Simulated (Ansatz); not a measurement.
Cu(NH3)(SH) (CuSNH₄). Total charge 0; singlet. Geometry relaxed at r2SCAN-D4/def2-TZVP.

| atom | x (Å) | y (Å) | z (Å) |
| --- | --- | --- | --- |
| Cu1 | 0.4940 | -0.1077 | -0.4394 |
| N2 | -0.8270 | -0.2640 | 0.9767 |
| H3 | -0.7295 | -1.1489 | 1.4687 |
| H4 | -1.7762 | -0.2220 | 0.6141 |
| H5 | -0.7300 | 0.4777 | 1.6657 |
| S6 | 1.9438 | 0.0040 | -1.9602 |
| H7 | 1.6249 | 1.2609 | -2.3256 |

The relaxation made no stability test and no search for a lower SCF solution.

Estimate the harmonic wavenumbers at RKS r2SCAN-D4/def2-TZVP (Ansatz, unscaled). Is this a minimum?

19i, 117, 119, 364, 461, 547, 584, 604, 1203, 1653, 1653, 2660, 3439, 3545, 3546 cm⁻¹. Yes, no mode is imaginary beyond noise. Zero-point energy 122.6 kJ/mol. Hardware: 4 threads of Arm Neoverse N1 on a shared host. Wall time 99 s.
